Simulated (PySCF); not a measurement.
Zero-point energy (kcal/mol) of eight silicon and germanium compounds: PBE-D3(BJ) beside B3LYP-D3(BJ), computed with PySCF for isolated molecules in the bases named; differences from unrounded values. The eight are the first of their class met in an unordered collection, after screening for sound electronic states; none was chosen by its value. Each level has its own optimised geometry.

```tsv
molecule	basis	B3LYP-D3(BJ)	PBE-D3(BJ)	difference
germylsulfanylgermane (Ge2H6S), SMILES [GeH3][S][GeH3]	def2-SVP	30.41	29.55	-0.86
Si(H)(Me)2(SH) (C2H8SSi), SMILES C[SiH](S)C	def2-SVP	57.36	55.93	-1.43
chlorosilylboronic acid (BClH₄O₂Si), SMILES OB(O)[SiH2]Cl	def2-SVP	33.40	32.41	-0.99
Cl2GeH4OSi, SMILES Cl[SiH](Cl)[O][GeH3]	def2-SVP	25.61	24.81	-0.80
H₈N₂OSi₂, SMILES N[Si@@H](O)N[SiH3]	def2-SVP	57.13	55.54	-1.60
C2H5ClGeO, SMILES [CH2]1O[CH2][GeH]1[Cl]	def2-SVP	42.03	40.85	-1.18
CH₁₁NOSi₃, SMILES [SiH2](N)O[Si@@H](C)[SiH3]	def2-SVP	74.67	72.62	-2.06
C2H10O2Si2, SMILES CO[Si@@H](O)C[SiH3]	def2-SVP	73.94	71.82	-2.12
```

PBE-D3(BJ) lies below B3LYP-D3(BJ) in 8 and above it in 0 of the eight; the mean signed difference is -1.38 and the largest -2.12 kcal/mol.
